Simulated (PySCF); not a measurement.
How methods differ on the ionisation energy of Br

Br [Ar] 3d10 4s2 4p5 (2P) → Br⁺ [Ar] 3d10 4s2 4p4 (3P), as a difference of total energies. All numbers are calculated (PySCF 2.14, a scalar-relativistic core potential, in cc-pVDZ-PP with ECP10MDF (4s3p2d, 23 functions)). Correlated levels: valence: 3s2 3p6 3d10 frozen. The calculations carry no spin-orbit coupling.

```tsv
method	ionisation energy (eV)	error (eV)
UHF	10.750	-1.094
r2SCAN	11.850	+0.006
TPSS	11.770	-0.074
MP2 (valence)	11.300	-0.544
SCS-MP2 (valence)	11.275	-0.569
CCSD (valence)	11.261	-0.583
CCSD(T) (valence)	11.263	-0.581
```

Reference: 11.844 eV (measured; NIST levels, between the centres of gravity of the two terms).

Errors of the correlated levels include the incompleteness of this basis and the frozen core.
